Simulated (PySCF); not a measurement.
All values below come from ωB97X-D3(BJ)/def2-TZVP // PBE0-D3(BJ)/def2-SVP run with PySCF. Gas-phase values, no solvent. One relaxed conformer stands for a flexible species; it need not be the lowest. Excitations are Tamm–Dancoff values on a coarser integration grid. The basis has no diffuse functions, so Rydberg states are missing or too high.

Reference species: [Ga(H)3(CH3OH)] (neutral, multiplicity 1).

```
Property                   Value
----------------------  --------
S1 oscillator strength     0.003
HOMO–LUMO gap           11.74 eV
T1 excitation (TDA)      6.24 eV
```

Changed species: [Ga(H)3(NH3)] (adduct with NH3; the reference has adduct with CH3OH).

Predict the effect on the S1 oscillator strength, HOMO–LUMO gap and T1 excitation (TDA).

the S1 oscillator strength hardly moves; the HOMO–LUMO gap falls by 0.21 eV, to 11.53 eV; the T1 excitation (TDA) rises by 0.26 eV, to 6.50 eV.
